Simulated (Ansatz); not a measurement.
Gas-phase electronic energies from Ansatz, PBE0-D4/def2-TZVP geometries. CCSD(T)/CBS is the MP2 limit (def2-TZVPP, def2-QZVPP) plus CCSD(T) − MP2 in def2-TZVPP, frozen cores. DFT in def2-TZVPP. For Ge outer-core shells are correlated without core-valence functions, which leaves a few kJ/mol of doubt a bond. Scalar relativity is left out up to krypton. One conformer a species, not always the lowest.

`CC[Si]OC` + `[CH3][GeH2][SH]` → `CC[Si]C` + `C[O][GeH2][SH]`  (redistribution)

```tsv
level	ΔE (kJ/mol)	difference from CCSD(T)/CBS
PBE-D4	95.9	-2.8
r2SCAN-D4	96.7	-2.0
PBE	95.7	-3.0
r2SCAN	96.6	-2.1
HF/def2-TZVPP	95.5	-3.2
MP2/def2-TZVPP	100.3	1.6
SCS-MP2/def2-TZVPP	98.5	-0.2
CCSD/def2-TZVPP	97.7	-1.0
MP2/CBS(def2)	101.5	2.8
CCSD/CBS(def2)	98.9	0.2
CCSD(T)/CBS	98.7	0
```

Largest T1 diagnostic among the species: 0.013.
